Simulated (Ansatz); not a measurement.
The cluster Hf2S3, relaxed as a singlet with RKS r2SCAN-D4/def2-SVP in Ansatz, starting from the GFN1-xTB geometry. Force threshold 0.02 eV/Å.

In the def2 sets Hf takes a core potential; there is no spin–orbit coupling. The restricted singlet is unstable towards broken spin symmetry in Hartree–Fock (as tested in another run); at r2SCAN-D4/def2-SVP this wasn't settled. The relaxation made no stability test and no search for a lower SCF solution. No other spin state of charge 0 was run. Another isomer (singlet) lies 2.52 eV lower at PBE0-D4/def2-TZVP; other spin states weren't run for this one.

Start:

```xyz
5

Hf   -0.2735    0.2966    1.4681
Hf   -0.1360   -0.2246   -1.3786
S    -1.2057    1.7671   -0.4273
S     0.8459   -0.3378    3.3379
S     0.7693   -1.5013   -3.0002
```

(1) Estimate the energy that the relaxation releases and the steps that it takes.

(2) Does the start keep its bonding?

(3) Predict the relaxed structure.

Results:

(1) 150.4 kJ/mol, in 14 steps; 42 s on 4 threads of Intel Xeon Platinum 8259CL on a shared host. No frequencies were taken in this run, so the end may be a saddle point.

(2) By distances, no bond broke or formed. The bond that changes most is Hf1–S3, from 2.57 to 2.43 Å (atoms count from 1).

(3) 
Cartesian coordinates in Å:
```
Hf -0.801 0.188 1.514
Hf -0.831 -0.400 -1.455
S -0.778 1.761 -0.339
S 1.224 -0.372 2.202
S 1.185 -1.177 -1.921
```
Bond lengths (bridged metal pairs left out): 4 × Hf–S 2.21 to 2.43 Å.
